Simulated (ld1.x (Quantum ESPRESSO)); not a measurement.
# Logarithmic derivatives: potassium, TM

```json
{
 "Element": "K",
 "Generator": "ld1.x (Quantum ESPRESSO) 7.5",
 "Type": "norm-conserving Troullier–Martins (Kleinman–Bylander form)",
 "Functional": "LDA (PZ)",
 "Relativity": "fully relativistic",
 "Frozen core": "[Ar]",
 "Valence charge": "1",
 "Reference configuration": "4s1 4p0",
 "Partial waves": "4s (bound): rc 3.80 bohr; 4p (bound, empty): rc 4.20 bohr; 3d channel at 0.25 Ry: rc 4.50 bohr",
 "Local potential": "all-electron potential smoothed inside 3.90 bohr (lloc = -1)",
 "Core correction": "none"
}
```

Open shells are filled in proportion to 2j + 1 (rel_dist='average').

The phase is arctan(r·u′/u) with u = r·R(r), unwrapped; energies in Ry, scanned from -2 to 5 Ry. A pole is an energy at which the radial function vanishes at the test radius. The pseudo phase is shifted by a multiple of π to meet the all-electron one at the reference energy, and phase errors are pseudo minus all-electron; the curves can meet again beyond the range given. Levels narrower than the energy grid can be missing from the lists of poles.

**Question.** For each channel, where are the poles, and over which energies does the pseudopotential scatter like the atom?

**Answer.**

```tsv
channel	radius (bohr)	reference energy (Ry)	poles, all-electron	poles, pseudo	unbroken range about the reference energy with phases within 0.05 rad	phase error 1 Ry above the reference energy (rad)
s	4.89	-0.18	0.23, 2.38	0.22, 2.12, 4.59	below 0.8	-0.049
p1/2	4.89	-0.06	0.60, 2.83	0.60, 3.41	-1.4 to 1.3	+0.005
p3/2	4.89	-0.06	0.61, 2.84	0.60, 3.37	-1.4 to 1.3	+0.002
d3/2	4.89	0.25	0.23, 1.39, 3.57	0.22, 1.06, 3.58	0.2 to 0.4	-0.107
d5/2	4.89	0.25	0.23, 1.39, 3.57	0.22, 1.06, 3.58	0.2 to 0.4	-0.107
```

A Bessel basis up to 400 Ry misses an occupied level by 0.15 Ry, so cutoffs and ghosts were not judged.

Phases in the p1/2 channel:

| E (Ry) | all-electron | pseudo |
| --- | --- | --- |
| -2.00 | 1.419 | 1.419 |
| -1.76 | 1.407 | 1.408 |
| -1.52 | 1.389 | 1.394 |
| -1.28 | 1.382 | 1.376 |
| -1.04 | 1.353 | 1.351 |
| -0.80 | 1.315 | 1.314 |
| -0.56 | 1.250 | 1.249 |
| -0.32 | 1.107 | 1.106 |
| -0.08 | 0.530 | 0.530 |
| 0.16 | -1.067 | -1.068 |
| 0.40 | -1.455 | -1.456 |
| 0.64 | -1.588 | -1.588 |
| 0.88 | -1.679 | -1.676 |
| 1.12 | -1.790 | -1.773 |
| 1.36 | -2.046 | -1.952 |
| 1.60 | -3.373 | -2.602 |
| 1.84 | -4.352 | -4.046 |
| 2.08 | -4.545 | -4.426 |
| 2.32 | -4.625 | -4.549 |
| 2.56 | -4.673 | -4.612 |
| 2.80 | -4.709 | -4.651 |
| 3.04 | -4.740 | -4.679 |
| 3.28 | -4.772 | -4.702 |
| 3.52 | -4.811 | -4.721 |
| 3.76 | -4.871 | -4.739 |
| 4.00 | -4.995 | -4.758 |
| 4.24 | -5.495 | -4.777 |
| 4.48 | -7.235 | -4.800 |
| 4.72 | -7.611 | -4.829 |
| 4.96 | -7.716 | -4.870 |
